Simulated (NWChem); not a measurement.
Ionisation of C$_{4}$H$_{6}$

```
C
C 1 1.4179
H 2 1.0924 1 121.03
H 2 1.0924 3 117.95 1 180.00
C 1 1.4179 2 120.01 3 0.00
H 5 1.0924 1 121.03 2 0.00
H 5 1.0924 6 117.95 1 180.00
C 1 1.4179 2 120.00 3 180.00
H 8 1.0924 1 121.03 2 180.00
H 8 1.0924 9 117.95 1 180.00
```
Charge 0, spin multiplicity 3.

Everything below was run with NWChem. Structure: optimised with UB3LYP/def2-SVP, a minimum by its harmonic frequencies. It is one conformer; others weren't searched.

Basis set: def2-TZVP. The species with one electron less has spin multiplicity 2 and keeps the geometry of the parent. Δ marks differences of total energies (open shells unrestricted). −ε marks an orbital energy of the parent. That orbital need not have the symmetry of the hole or added electron in the Δ rows.

B3LYP has NWChem's definition, with VWN1-RPA local correlation. This spin state was chosen for the runs; another may lie lower. The structure started from a generated list of species. The unpaired electrons of the parent sit in orbitals of symmetry a2 and b2 (C2v labels of the run); other states weren't searched. No SCF solution was tested for a lower state.

### Question
For the first vertical ionisation energy, G0W0@PBE gives 7.47 eV and G0W0@PBE0 gives 7.97 eV. What do −ε(alpha HOMO) of LDA (SVWN5), −ε(alpha HOMO) of PBE, ΔB3LYP give?

### Answer
−ε(alpha HOMO) of LDA (SVWN5): 4.91 eV; −ε(alpha HOMO) of PBE: 4.90 eV; ΔB3LYP: 8.15 eV.
